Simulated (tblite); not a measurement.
Calculated harmonic vibrations of the isolated species, GFN2-xTB (tblite), most abundant isotopes, no scaling. Errors from tens to a few hundred cm⁻¹ against measured bands are possible. Modes of hydrogen on silicon can be 10 to 20 % off. One conformer each. Thermal functions are those of the rigid rotor and harmonic oscillator, without mixing of conformers.

**Question.** Order these by their zero-point energy, highest first (kJ/mol).
A. `N#Cc1cccc2cnnn12`
B. `C[C@@H](Cl)C[SiH2][SiH2]CF`
C. `COc1ccc(F)cc1`
D. `C#C[C@@H](C[SiH3])CC(F)(F)F`
E. `C[C@H](CC(F)F)S(=O)(=O)[O-]`
F. `N#C[C@]1([SiH2]C[SiH2]CC1)F`

**Answer.** B (381.4), F (348.2), D (338.3), C (317.2), E (305.7), A (265.3).

```
                     SMILES  atoms  mass (u)  symmetry number  modes under 300 cm⁻¹  ZPE (kJ/mol)  S translation (J/(mol K))  S rotation  S vibration      S     Cp
 C[C@@H](Cl)C[SiH2][SiH2]CF     20    170.02                1                    10         381.4                      172.9       127.7        175.7  476.3  195.2
N#C[C@]1(F)CC[SiH2]C[SiH2]1     19    159.03                1                     8         348.2                      172.1       125.1        129.9  427.1  187.1
C#C[C@@H](C[SiH3])CC(F)(F)F     19    166.04                1                     9         338.3                      172.6       128.3        166.1  467.0  194.0
              COc1ccc(F)cc1     16    126.05                1                     4         317.2                      169.2       120.5         75.9  365.5  135.3
C[C@H](CC(F)F)S(=O)(=O)[O-]     17    173.01                1                     8         305.7                      173.1       126.0        129.3  428.4  166.9
           N#Cc1cccc2cnnn12     15    144.04                1                     4         265.3                      170.8       123.9         75.8  370.5  136.7
```

Entropies and Cp are for 298.15 K and 1 bar.
